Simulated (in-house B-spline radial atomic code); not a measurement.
Values are calculated unless marked as measured or tabulated.
What the choice of pseudopotential does to G0W0 on PBE0: Lu⁺

All numbers come from a B-spline radial code for spherical atoms, non-relativistic (model numbers for so heavy an element), configuration [Xe] 4f14 6s2, open shells at high spin. Semilocal Troullier-Martins pseudo-atoms, one channel per l, are made with PBE or LDA for several valence sets and radii, with or without a model core, and set against the all-electron atom. One channel fits only the lowest state of its l, so a second state of that l is approximate. All electrons give 6s: PBE0 -10.931 eV, G0W0 -13.359 eV, 4f: PBE0 -28.354 eV, G0W0 -33.47 eV. Potentials are made in the ion's own configuration unless the neutral atom is named, and a smooth local potential serves every l without a channel. Potentials that miss their own reference levels by more than 6 millihartree, or need radii over 3.5 bohr, are left out. Columns give pseudo minus all-electron, in eV; a dash marks a level in the core or of low weight.

```json
{"valence": "5p 4f 6s", "made with": "PBE, neutral atom", "radii (bohr)": "s 2.68 p 0.99 d 1.43 f 1.26", "model core (bohr)": "none", "6s PBE0": "-0.15", "6s G0W0": "-0.42", "4f PBE0": "+2.21", "4f G0W0": "+7.99"}
{"valence": "5p 4f 6s", "made with": "PBE, neutral atom", "radii (bohr)": "s 3.40 p 1.43 d 2.06 f 1.81", "model core (bohr)": "none", "6s PBE0": "-0.15", "6s G0W0": "-0.41", "4f PBE0": "+2.32", "4f G0W0": "+6.62"}
{"valence": "5p 4f 6s", "made with": "LDA", "radii (bohr)": "s 3.40 p 1.60 d 2.19 f 2.02", "model core (bohr)": "none", "6s PBE0": "-0.19", "6s G0W0": "-0.43", "4f PBE0": "+1.95", "4f G0W0": "+5.85"}
{"valence": "5p 4f 6s", "made with": "PBE, neutral atom", "radii (bohr)": "s 3.01 p 1.12 d 1.61 f 1.42", "model core (bohr)": "0.68", "6s PBE0": "-0.15", "6s G0W0": "-0.41", "4f PBE0": "+3.35", "4f G0W0": "+8.60"}
{"valence": "5p 4f 6s", "made with": "LDA, neutral atom", "radii (bohr)": "s 3.40 p 1.43 d 2.06 f 1.79", "model core (bohr)": "0.68", "6s PBE0": "-0.15", "6s G0W0": "-0.41", "4f PBE0": "+3.08", "4f G0W0": "+7.45"}
{"valence": "5p 4f 6s", "made with": "LDA", "radii (bohr)": "s 3.40 p 1.60 d 2.19 f 2.02", "model core (bohr)": "0.68", "6s PBE0": "-0.17", "6s G0W0": "-0.41", "4f PBE0": "+3.11", "4f G0W0": "+7.02"}
{"valence": "5s 5p 4f 6s", "made with": "PBE, neutral atom", "radii (bohr)": "s 1.01 p 1.12 d 1.61 f 1.42", "model core (bohr)": "none", "6s PBE0": "-0.13", "6s G0W0": "-0.18", "4f PBE0": "+2.20", "4f G0W0": "+7.39"}
{"valence": "5s 5p 4f 6s", "made with": "PBE", "radii (bohr)": "s 1.47 p 1.61 d 2.19 f 2.05", "model core (bohr)": "none", "6s PBE0": "-0.15", "6s G0W0": "-0.21", "4f PBE0": "+2.40", "4f G0W0": "+6.24"}
{"valence": "5s 5p 4f 6s", "made with": "PBE, neutral atom", "radii (bohr)": "s 1.13 p 1.24 d 1.79 f 1.57", "model core (bohr)": "0.67", "6s PBE0": "-0.08", "6s G0W0": "-0.12", "4f PBE0": "+3.24", "4f G0W0": "+8.01"}
{"valence": "5s 5p 4f 6s", "made with": "PBE, neutral atom", "radii (bohr)": "s 1.30 p 1.43 d 2.06 f 1.81", "model core (bohr)": "0.67", "6s PBE0": "-0.07", "6s G0W0": "-0.11", "4f PBE0": "+3.13", "4f G0W0": "+7.36"}
{"valence": "4d 5s 5p 4f 6s", "made with": "PBE", "radii (bohr)": "s 1.13 p 1.24 d 0.49 f 1.57", "model core (bohr)": "none", "6s PBE0": "-0.09", "6s G0W0": "-0.26", "4f PBE0": "-", "4f G0W0": "-"}
{"valence": "4d 5s 5p 4f 6s", "made with": "PBE, neutral atom", "radii (bohr)": "s 1.01 p 1.12 d 0.44 f 1.42", "model core (bohr)": "0.31", "6s PBE0": "-0.15", "6s G0W0": "-0.34", "4f PBE0": "+1.34", "4f G0W0": "+3.78"}
{"valence": "4d 5s 5p 4f 6s", "made with": "PBE, neutral atom", "radii (bohr)": "s 1.13 p 1.24 d 0.49 f 1.57", "model core (bohr)": "0.31", "6s PBE0": "-0.11", "6s G0W0": "-0.27", "4f PBE0": "-", "4f G0W0": "-"}
{"valence": "4d 5s 5p 4f 6s", "made with": "LDA", "radii (bohr)": "s 1.30 p 1.42 d 0.56 f 1.79", "model core (bohr)": "0.31", "6s PBE0": "-0.09", "6s G0W0": "-0.25", "4f PBE0": "+1.45", "4f G0W0": "+3.71"}
```

(1) How does the G0W0 shift of 6s, which all sets hold, depend on the valence set?

## Answers

(1) Mean size: 5s 5p 4f 6s: 0.15 eV; 4d 5s 5p 4f 6s: 0.28 eV; 5p 4f 6s: 0.42 eV. A larger valence set can do worse when it takes only part of a shell, whose exchange with the frozen rest is then left to the functional. The means mix radii and the functional used in making the potentials.
